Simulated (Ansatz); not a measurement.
Reactions of Cl2FH3Si2 (`F[SiH](Cl)[SiH2]Cl`).

Isolated molecules relaxed with PBE0-D4/def2-TZVP in Ansatz; ΔE leaves out vibrations. CCSD(T)/CBS adds triple-zeta CCSD(T) − MP2 to the extrapolated MP2 energy (def2 sets, frozen cores). This one scheme is used for every species. DFT in def2-TZVPP. Open shells (•) are unrestricted, without spin–orbit coupling. Elements past krypton have def2 core potentials. For Ge, In outer-core shells are correlated without core-valence functions, which leaves a few kJ/mol of doubt a bond. Scalar relativity is left out up to krypton. One conformer a species, not always the lowest.

```json
{"reaction": "`F[SiH](Cl)[SiH2]Cl` + `[NH2][GeH3]` → `F[SiH](Cl)[NH][GeH3]` + `[SiH3]Cl`", "PBE0-D4 (kJ/mol)": "-86"}
{"reaction": "`F[SiH](Cl)[SiH2]Cl` + H₂ → `F[SiH2][SiH2]Cl` + HCl", "PBE0-D4 (kJ/mol)": "85"}
{"reaction": "`F[SiH](Cl)[SiH2]Cl` + `N[SiH]([SiH3])[InH2]` → `F[SiH](Cl)[SiH2][SiH3]` + `N[SiH](Cl)[InH2]`", "PBE0-D4 (kJ/mol)": "-37"}
{"reaction": "`F[SiH](Cl)[SiH2]Cl` → `F[Si]([SiH3])(Cl)Cl`", "PBE0-D4 (kJ/mol)": "-20"}
{"reaction": "`F[SiH](Cl)[SiH2]Cl` + `O[SiH](Cl)[SiH2]Cl` → `O[SiH](F)[SiH2]Cl` + `Cl[SiH2][SiH](Cl)Cl`", "PBE0-D4 (kJ/mol)": "-4"}
{"reaction": "`F[SiH](Cl)[SiH2]Cl` + `[CH3]`• → `F[SiH](Cl)[SiH]Cl`• + CH₄", "PBE0-D4 (kJ/mol)": "-92"}
{"reaction": "`F[SiH](Cl)[SiH2]Cl` + H₂ → `[SiH3]Cl` + `F[SiH2]Cl`", "PBE0-D4 (kJ/mol)": "-20"}
{"reaction": "`F[SiH](Cl)[SiH2]Cl` + CH₄ → `C[SiH](F)[SiH2]Cl` + HCl", "PBE0-D4 (kJ/mol)": "100"}
{"reaction": "`F[SiH](Cl)[SiH2]Cl` + `F[Si](F)(Cl)[NH][GeH2][Cl]` → `F[SiH](Cl)[NH][GeH2][Cl]` + `F[Si](F)(Cl)[SiH2]Cl`", "PBE0-D4 (kJ/mol)": "1"}
{"reaction": "`F[SiH](Cl)[SiH2]Cl` + SiH₄ → `F[SiH](Cl)[SiH2][SiH3]` + HCl", "PBE0-D4 (kJ/mol)": "70"}
```

(1) Give the CCSD(T)/CBS values in the same order. (An estimate is asked.)

Largest T1 diagnostic: 0.014, for `N[SiH]([SiH3])[InH2]`.

## Answers

(1) Ansatz gave: -102, 85, -36, -18, -4, -80, -30, 101, 0, 80 kJ/mol.
